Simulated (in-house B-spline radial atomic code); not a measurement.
Results of a calculation; reference values are marked as such.
**Extrapolating the RPA correlation energy in partial waves: the arsenic ion As³⁺**

All-electron RPA on Hartree-Fock orbitals from a B-spline radial code for spherical atoms, scalar-relativistic (spin-free one-electron X2C), finite nucleus, configuration [Ar] 3d10 4s2. With empty states up to angular momentum L the sums are:

| L | E_c(L) (hartree) |
| --- | --- |
| 4 | -1.846174 |
| 5 | -1.959316 |
| 6 | -2.014982 |
| 7 | -2.044635 |

For large l each further wave adds A/(l + 1/2)⁴, because the basis must build the cusp where two electrons meet.

(1) Estimate the limit from L = 6 and L = 7.

(2) How good is the estimate?

## Answers

(1) Wave 7 adds -0.029653, against a sum of (l + 1/2)⁻⁴ of 3.16049e-04, so A = -93.824. The sum over l > 7 is ζ(4, 8.5) = 6.4602e-04, close to 1/(3 × 8³) = 6.5104e-04. The tail is -0.060612 and the limit -2.10525 hartree.

(2) A run to L = 11 sums to -2.08097 and extrapolates to -2.09457 hartree, 0.99 millihartree from the run before. The estimate differs from that by -10.68 millihartree, while the bare sum at L = 7 misses 49.9 millihartree (2.4 %).
